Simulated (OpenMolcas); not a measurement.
# Computed transition rates of S2+

```yaml
Program: OpenMolcas 26.06
Method: "MS-RASPT2, IPEA 0.25 Eh, imaginary shift 0.1 Eh (closed shells correlated: 2s 2p)"
Basis: ANO-RCC [8s7p5d4f2g]
Scalar_Hamiltonian: DKH2, point nucleus
Active_space: 4 electrons in 9 orbitals (RAS2 3s 3p; RAS3 3d, at most 2 electrons)
State_averaging: 2S+1 = 3 even, 6 roots; 2S+1 = 1 even, 12 roots; 2S+1 = 5 odd, 1 root; 2S+1 = 3 odd, 8 roots; 2S+1 = 1 odd, 8 roots
Spin-orbit_coupling: RASSI with atomic mean-field integrals over the reference wave functions, term energies averaged over their components
```

Rates come from the transition moments of the reference wave functions (E1 and E2 in the length form). At fixed line strength A goes as λ^-3 for E1 and M1 and as λ^-5 for E2, so a rate at the computed wavelength can be rescaled to the measured one. Measured vacuum wavelengths follow from level energies in NIST levels in Podobedova, Kelleher and Wiese, J. Phys. Chem. Ref. Data 38, 171 (2009). Branching counts decays inside the model space alone, at computed energies, and the table is only a selection of the E2 and M1 lines, drawn from those between levels with measured partners whose computed energy lies within a factor of 1.5 of the measured one.

| Upper | Lower | Type | λ computed (nm) | λ measured (nm) | A computed (s-1) | A rescaled (s-1) | Branching % |
| --- | --- | --- | --- | --- | --- | --- | --- |
| 3s2 3p2 3P1 | 3s2 3p2 3P0 | M1 | 37800 | 33480 | 3.34e-04 | 4.81e-04 | 100.0 |
| 3s2 3p2 3P2 | 3s2 3p2 3P1 | M1 | 20770 | 18710 | 1.51e-03 | 2.07e-03 | 100.0 |
| 3s2 3p2 1D2 | 3s2 3p2 3P2 | M1 | 950 | 953.3 | 5.16e-02 |  | 72.1 |
| 3s2 3p2 1D2 | 3s2 3p2 3P1 | M1 | 908.5 | 907.1 | 1.97e-02 |  | 27.5 |
| 3s2 3p2 1S0 | 3s2 3p2 1D2 | E2 | 632.7 | 631.4 | 2.12e+00 | 2.14e+00 | 75.0 |
| 3s2 3p2 1S0 | 3s2 3p2 3P1 | M1 | 372.9 | 372.3 | 6.97e-01 |  | 24.6 |

Spin-changing lines and M1 lines between different terms are not rescaled, since their strength hangs on the term gaps too.

The largest correction is for 3s2 3p2 3P1 → 3s2 3p2 3P0 (M1): 3.34e-04 × (37800 / 33480)^3 = 4.81e-04 s-1, a factor of 1.44.

No measured rate stands beside these. Rescaling mends the energy factor alone: line strengths can still be far off where a level mixes with configurations outside the active space, and weak or spin-changing lines hang on small mixing coefficients that depend on the term gaps too, so rescaling need not improve them.

Term energies are means over components that CASPT2 splits; among the terms shown or strongly mixed into the levels shown the widest spread is 28 cm-1 (3s2 3p2 1D). The run also gave levels led by 3s 3p2 3d, 3s2 3p 3d, which use shells meant for correlation; these and all levels above them are left out. Computed and measured levels are paired by configuration, term and J; levels that our copy of the source lacks, or whose pairing is in doubt (as where it misses far off the trend of its configuration), stay unpaired. Only configurations of the active space appear.
